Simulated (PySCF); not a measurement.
Spectrum to structure. Method used: TDDFT CAM-B3LYP/def2-SVPD, vertical, gas phase, core orbitals frozen in the response in PySCF 2.14.0, density-fitted response routines. Geometries: PBE0-D3(BJ)/def2-SVP, one conformer each.

```json
{"state": "S1", "λ (nm)": "206.6", "f": "0.0049"}
{"state": "S2", "λ (nm)": "204.2", "f": "0.0013"}
{"state": "S3", "λ (nm)": "194.6", "f": "0.039"}
{"state": "S4", "λ (nm)": "190.7", "f": "0.0019"}
{"state": "S5", "λ (nm)": "186.0", "f": "0.0020"}
{"state": "S6", "λ (nm)": "183.3", "f": "0.0098"}
{"state": "S7", "λ (nm)": "180.7", "f": "0.023"}
{"state": "S8", "λ (nm)": "176.7", "f": "0.0019"}
{"state": "S9", "λ (nm)": "172.6", "f": "0.0098"}
{"state": "S10", "λ (nm)": "172.1", "f": "0.0028"}
```

Triplets computed (Tamm–Dancoff): 5.15, 5.56, 5.64, 5.81 eV.

Orbital energies (eV): HOMO-3 -9.78, HOMO-2 -9.64, HOMO-1 -8.89, HOMO -8.31, LUMO 0.60, LUMO+1 0.95, LUMO+2 1.32.

Task: Which candidate is it? All have the formula C5H9ClSi2.
A. `C#C[C@@H]1[SiH2]C[Si@@H]1CCl`
B. `[SiH3]C#C[Si@H](Cl)C1CC1`
C. `C#C[Si@]1(Cl)CCC[SiH2]1`

Result: A. Its S1, at 6.00 eV, is the highest among the candidates; the nearest of the others has S1 at 5.42 eV. S1 is HOMO→LUMO (53%), HOMO→LUMO+7 (12%), HOMO→LUMO+4 (10%). Löwdin shares by element: HOMO carbon 73% or more, silicon 7% or more (atoms not listed hold the other 20%); LUMO silicon 27%, chlorine 15%, carbon 8% or more (atoms not listed hold the other 50%). At the same level the other candidates give, for their lowest levels:
- `C#C[Si@]1(Cl)CCC[SiH2]1`: 232 nm (f 0.007); 208 nm (f 0.028); 204 nm (f 0.007); 197 nm (f 0.006); 188 nm (f 0.086); T1 4.75 eV; HOMO -8.57, LUMO 0.19 eV
- `[SiH3]C#C[Si@H](Cl)C1CC1`: 229 nm (f 0.000); 218 nm (f 0.005); 217 nm (f 0.002); 174 nm (f 0.015); 167 nm (f 0.188); T1 4.49 eV; HOMO -9.47, LUMO 0.11 eV

Conformer computed: `[CH:1]#[C:2][C@@H:3]1[SiH2:4][CH2:5][Si@@H:6]1[CH2:7][Cl:8]`: C5–Si6–C7–Cl8 65°.
